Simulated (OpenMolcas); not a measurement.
An OpenMolcas run meant for Sm²⁺ (ANO-RCC-MB, DKH4; inactive shells 1s 2s 2p 3s 3p 3d 4s 4p 4d 5s 5p; intended active space 6 electrons in 7 orbitals (4f)). One step of its input:

```
&RASSCF
FileOrb=start.orb
Symmetry=2
Spin=7
nActEl=6 0 0
Inactive=15 12
Ras2=0 7
CIRoot=7 7 1
SDav=7
CIMx=300
Iter=59 100
PrWF=0.3
OrbListing=Nothing
MaxOrb=0
Atom
>>> COPY $Project.JobIph JOB001
```

Lines from the output:

```
...
      Number of secondary orbitals               9
      Spin quantum number                      3.0
      State symmetry                             2
Orbital specifications:
      -----------------------

      Symmetry species                           1   2
                                                ag  au
      Frozen orbitals                            0   0
      Inactive orbitals                         15  12
      Active orbitals                            0   7
      RAS1 orbitals                              0   0
      RAS2 orbitals                              0   7
      RAS3 orbitals                              0   0
      Secondary orbitals                         6   3
      Deleted orbitals                           0   0
      Number of basis functions                 21  22
      Number of CSFs                             0
      Number of root(s) required                 7
 ************ ERROR ***********
  You can't ask for more roots
  than there are configurations
 ******************************
--- Stop Module: rasscf at  /rc=_RC_INPUT_ERROR_ ---
.####################.
.# User input error #.
.####################.
```

Question: What is wrong with the input?

Answer: The state symmetry names the wrong parity for these configurations.
